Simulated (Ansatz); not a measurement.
Two members of one family ([Ln(NH3)6]3+), computed with Ansatz in the gas phase; def2 core potentials for Gd, Tb, no spin–orbit coupling. HOMO and LUMO are taken over both spins. With an open 4f shell the SCF may have ended above the lowest state. The structures are stationary points that may keep the symmetry of their start.

First: [Gd(NH3)6]3+ (octet, charge 3, r2SCAN-D4/def2-SVP geometry).

Cartesian coordinates in Å:
```
Gd -0.001 -0.002 0.002
N -1.399 -2.100 -0.220
H -1.964 -2.345 0.607
H -0.874 -2.967 -0.401
H -2.097 -2.095 -0.978
N 1.394 2.100 0.194
H 1.998 2.308 -0.615
H 2.053 2.130 0.985
H 0.862 2.976 0.310
N 0.041 -0.288 2.515
H -0.711 0.196 3.030
H 0.892 0.046 2.991
H -0.042 -1.259 2.853
N -0.021 0.310 -2.510
H -0.082 1.286 -2.835
H -0.797 -0.146 -3.012
H 0.809 -0.044 -3.007
N -2.125 1.359 0.193
H -2.973 0.822 0.432
H -2.409 1.862 -0.660
H -2.120 2.104 0.905
N 2.112 -1.383 -0.172
H 2.978 -0.847 -0.337
H 2.130 -2.083 -0.929
H 2.346 -1.942 0.661
```

```json
{"level": "PBE-D4/def2-SVP", "HOMO (eV)": "-19.58", "LUMO (eV)": "-16.21", "gap (eV)": "3.38"}
{"level": "PBE-D4/def2-TZVP", "HOMO (eV)": "-19.65", "LUMO (eV)": "-16.35", "gap (eV)": "3.30"}
{"level": "r2SCAN-D4/def2-TZVP", "HOMO (eV)": "-20.03", "LUMO (eV)": "-14.40", "gap (eV)": "5.63"}
{"level": "PBE0-D4/def2-SVP", "HOMO (eV)": "-21.23", "LUMO (eV)": "-12.85", "gap (eV)": "8.38"}
{"level": "PBE0-D4/def2-TZVP", "HOMO (eV)": "-21.25", "LUMO (eV)": "-12.95", "gap (eV)": "8.30"}
```

Metal–donor distances: 6 × N 2.53 Å.

Second: [Tb(NH3)6]3+ (septet, charge 3, r2SCAN-D4/def2-SVP geometry).

```tsv
atom	x (Å)	y (Å)	z (Å)
Tb1	0.001	0.000	-0.001
N2	1.214	1.369	-1.706
H3	2.016	0.903	-2.158
H4	1.626	2.246	-1.356
H5	0.650	1.684	-2.509
N6	-1.228	-1.364	1.697
H7	-1.991	-0.876	2.189
H8	-0.656	-1.733	2.471
H9	-1.692	-2.210	1.334
N10	2.075	-1.337	0.406
H11	2.174	-2.185	-0.171
H12	2.195	-1.696	1.365
H13	2.962	-0.839	0.235
N14	-2.083	1.328	-0.385
H15	-2.963	0.792	-0.348
H16	-2.145	1.806	-1.296
H17	-2.251	2.091	0.286
N18	-0.679	-1.594	-1.803
H19	-0.128	-1.536	-2.673
H20	-1.648	-1.492	-2.138
H21	-0.623	-2.595	-1.563
N22	0.700	1.598	1.792
H23	0.208	1.495	2.692
H24	0.573	2.597	1.573
H25	1.693	1.547	2.066
```

Question: Estimate the same table for the second.

Answer: 
```tsv
level	HOMO (eV)	LUMO (eV)	gap (eV)
PBE-D4/def2-SVP	-17.85	-16.88	0.97
PBE-D4/def2-TZVP	-17.92	-16.93	0.99
r2SCAN-D4/def2-TZVP	-17.54	-15.58	1.96
PBE0-D4/def2-SVP	-21.11	-13.27	7.84
PBE0-D4/def2-TZVP	-21.08	-13.26	7.83
```

Metal–donor distances: 6 × N 2.50 Å.
